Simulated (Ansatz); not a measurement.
H5InOSi from Hartree–Fock to CCSD(T)

Cartesian coordinates in Å:
```
O -1.085 -0.579 -1.147
In 0.135 -1.952 -2.031
Si 0.552 0.578 0.895
H -1.987 -0.376 -1.399
H 1.316 -0.479 0.171
H 0.198 1.691 -0.013
H 1.487 1.114 1.930
H -0.617 0.003 1.595
```

The species carries charge 0 and has multiplicity 1. Correlated methods include outer-core shells of In, which these sets cover unevenly. In takes the def2 core potential. The bonds changed during the relaxation, so this is another structure than the one it started from. The geometry is a stationary point of PBE0-D4/def2-TZVP. It is one conformer, not always the lowest. Frozen core, restricted reference, Ansatz 0.2.0.

| basis | HF (Eh) | MP2 corr. |
| --- | --- | --- |
| def2-SVP | -555.77773 | -0.37972 |
| def2-TZVPP | -555.98576 | -0.66830 |
| def2-QZVPP | -556.00011 | -0.88774 |

(1) Estimate the CCSD correlation energy and the (T) correction in each basis where they were run (hartree).

Answers

(1) 
```json
{"basis": "def2-SVP", "CCSD corr.": "-0.42380", "(T)": "-0.01035"}
{"basis": "def2-TZVPP", "CCSD corr.": "-0.69078", "(T)": "-0.02180"}
```
